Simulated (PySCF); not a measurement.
# Reading the logs of faulty runs: CH4OSi

All numbers below are calculated, not measured. They come from PySCF 2.14.0, an open-source quantum chemistry program, on an isolated molecule that a program drew, which may never have been made. The molecule is CH4OSi (charge 0, singlet), drawn as the SMILES string `CO[SiH]`.

Each row is a Hartree-Fock (HF) and frozen-core CCSD(T) single point in the cc-pV(D+d)Z basis, meant for a local HF minimum. Run 1 is clean. Each other run has one planted mistake out of seven kinds, and not every kind appears here: one electron removed, one electron added, multiplicity raised by two, geometry at a saddle point, minimal basis STO-3G, one bond length entered in bohr, all coordinates scaled. The reference is restricted for singlets and unrestricted otherwise, and also for a bond in bohr. Adding or removing an electron swaps singlet and doublet. Electrons count all cores. HOMO and LUMO are orbital energies over both spins, the gradient is its largest component, and the lowest frequency (negative if imaginary) is given only where the gradient is small. Bond lengths are over the 6 bonds as drawn. T1 is the CCSD diagnostic: over 0.02 (restricted) or 0.045 (unrestricted) a single reference is doubtful.

Geometry of the clean run:
```xyz
7
CH4OSi, angstrom
C    -2.2204   -0.9267   -0.7136
O    -1.3393    0.0951   -1.1039
Si    0.0479    0.5368   -0.3309
H    -2.2950   -1.6625   -1.5147
H    -1.8848   -1.4295    0.1982
H    -3.2089   -0.5016   -0.5383
H     0.4209    1.6452   -1.2996
```

| run | electrons | basis functions | <S^2> | HOMO (eV) | LUMO (eV) | gradient (hartree/bohr) | lowest frequency (cm^-1) | mean bond (Å) | longest bond (Å) | T1 | HF (hartree) | CCSD(T) (hartree) | mistake |
|---|---|---|---|---|---|---|---|---|---|---|---|---|---|
| 1 | 32 | 71 | 0.000 | -8.79 | 1.39 | 3.7e-05 | 136 | 1.3077 | 1.648 | 0.0167 | -403.97380 | -404.43735 | no fault |
| 2 | 33 | 71 | 0.772 | 0.02 | 8.98 | 6.5e-02 | - | 1.3077 | 1.648 | 0.0150 | -403.94710 | -404.41230 | one electron added |
| 3 | 32 | 71 | 2.007 | -7.32 | 0.39 | 2.6e-02 | - | 1.3077 | 1.648 | 0.0198 | -403.92451 | -404.36324 | ? |
| 4 | 31 | 71 | 0.770 | -18.06 | -7.03 | 6.0e-02 | - | 1.3077 | 1.648 | 0.0276 | -403.68444 | -404.12478 | ? |

**Which mistake was planted in run 3, and what did it cost?**

Electrons, basis and geometry are unchanged, and <S^2> is 2.007, beside S(S+1) = 2.00 for a multiplicity of 3. So the mistake is: multiplicity raised by two. Subtracting run 1 and multiplying by 627.51 kcal/mol a hartree, the energy moved by 30.9 kcal/mol in HF and 46.5 kcal/mol in CCSD(T).

**Which mistake was planted in run 4, and what did it cost?**

It counts 31 electrons, one fewer than the clean run, at the same geometry and basis. So the mistake is: one electron removed. Subtracting run 1 and multiplying by 627.51 kcal/mol a hartree, the energy moved by 181.6 kcal/mol in HF and 196.1 kcal/mol in CCSD(T).

Cautions from the logs. Run 2: the HOMO is above zero, so the electron isn't bound and the energy depends on the basis.
